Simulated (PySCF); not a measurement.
# Reading the logs of faulty runs: AlBCH5O

Calculated results; nothing here was measured. The program is PySCF 2.14.0, an open-source quantum chemistry code, run on an isolated molecule that a program drew, which may never have been made. The molecule is AlBCH5O (charge 0, doublet), drawn as the SMILES string `OB[CH2][AlH]`.

Each row is a Hartree-Fock (HF) and frozen-core CCSD(T) single point in the cc-pV(D+d)Z basis, meant for a local HF minimum. Run 1 is clean. Each other run has one planted mistake out of seven kinds, and not every kind appears here: one electron removed, one electron added, multiplicity raised by two, geometry at a saddle point, minimal basis STO-3G, one bond length entered in bohr, all coordinates scaled. The reference is restricted for singlets and unrestricted otherwise, and also for a bond in bohr. Adding or removing an electron swaps singlet and doublet. Electrons count all cores. HOMO and LUMO are orbital energies over both spins, the gradient is its largest component, and the lowest frequency (negative if imaginary) is given only where the gradient is small. Bond lengths are over the 8 bonds as drawn. T1 is the CCSD diagnostic: over 0.02 (restricted) or 0.045 (unrestricted) a single reference is doubtful.

Geometry of the clean run:
```xyz
9
AlBCH5O, angstrom
O    -0.8999    1.3121    0.7627
B    -1.6658    1.0802   -0.3348
C    -1.3142    0.0244   -1.4333
Al   -0.5328    0.8355   -3.0728
H    -0.1545    0.7360    0.8416
H    -2.6326    1.7903   -0.4372
H    -2.2381   -0.4265   -1.8246
H    -0.6520   -0.7744   -1.0799
H    -1.4684    1.7451   -3.9883
```

```
run  electrons  basis functions  <S^2>  HOMO (eV)  LUMO (eV)  gradient (hartree/bohr)  lowest frequency (cm^-1)  mean bond (Å)  longest bond (Å)      T1  HF (hartree)  CCSD(T) (hartree)                          mistake
  1         37               90  0.754      -7.96       0.81                  2.0e-05                        86         1.3563             1.989  0.0151    -382.27494         -382.79174                         no fault
  2         37               90  1.522      -7.85       0.66                  3.3e-02                         -         1.5302             2.955  0.0442    -382.13639         -382.63943  one bond length entered in bohr
  3         37               29  0.755      -4.58       7.21                  5.0e-02                         -         1.3563             1.989  0.0168    -377.53586         -377.73406             minimal basis STO-3G
  4         37               90  0.759      -8.23       0.58                  6.5e-02                         -         1.4906             2.186  0.0183    -382.21327         -382.74636           all coordinates scaled
  5         36               90  0.000     -16.47      -6.60                  5.1e-02                         -         1.3563             1.989  0.0178    -382.00666         -382.52203             one electron removed
  6         37               90  3.770      -5.68      -2.24                  6.9e-02                         -         1.3563             1.989  0.0416    -382.12066         -382.62738                                ?
```

**Which mistake was planted in run 6, and what did it cost?**

Electrons, basis and geometry are unchanged, and <S^2> is 3.770, beside S(S+1) = 3.75 for a multiplicity of 4. So the mistake is: multiplicity raised by two. Subtracting run 1 and multiplying by 627.51 kcal/mol a hartree, the energy moved by 96.8 kcal/mol in HF and 103.1 kcal/mol in CCSD(T).

